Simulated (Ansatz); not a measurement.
System: GeNH$_{4}$, charge 0, doublet. GeNH4 (SMILES [NH2][GeH2], doublet).
B3LYP-D3(BJ)/def2-TZVP minimum from Ansatz (a first-principles code):
```
N
H 1 1.0112
H 1 1.0112 2 109.57
Ge 1 1.8566 2 116.41 3 -134.70
H 4 1.5564 1 104.83 2 -56.30
H 4 1.5564 5 109.94 1 112.18
```
Charge 0, spin multiplicity 2.

Property: atomisation energy (electronic, to ground-state atoms), in kJ/mol. Radicals and triplets start from unrestricted determinants; spin-orbit coupling is neglected. Cores are frozen in correlated methods (noble-gas shells, and filled d and f shells in the p block). No relativity. CBS(X,Y): correlation extrapolated as X^-3, Hartree-Fock from the larger set. A bracket is a step between two methods taken in the basis named. Where a partner has so few electrons that a lower coupled-cluster level is exact, that level stands in.

```
level                                                        program  atomisation energy (kJ/mol)  difference against the last row
-----------------------------------------------------------  -------  ---------------------------  -------------------------------
HF/cc-pVDZ                                                    Ansatz                       1059.2                           -579.5
B3LYP/def2-TZVPD                                              Ansatz                       1639.9                              1.2
PBE0/def2-TZVPD                                               Ansatz                       1621.1                            -17.6
CCSD/CBS(cc-pVTZ,cc-pVQZ)                                     Ansatz                       1611.5                            -27.2
CCSDT(Q)/cc-pVTZ                                              Ansatz                       1583.3                            -55.4
CCSD(T)/CBS(cc-pVTZ,cc-pVQZ) + [CCSDT(Q) - CCSD(T)]/cc-pVDZ   Ansatz                       1640.1                              1.4
CCSD(T)/CBS(cc-pVTZ,cc-pVQZ) + [CCSDT(Q) - CCSD(T)]/cc-pVTZ   Ansatz                       1638.7                              0.0
```
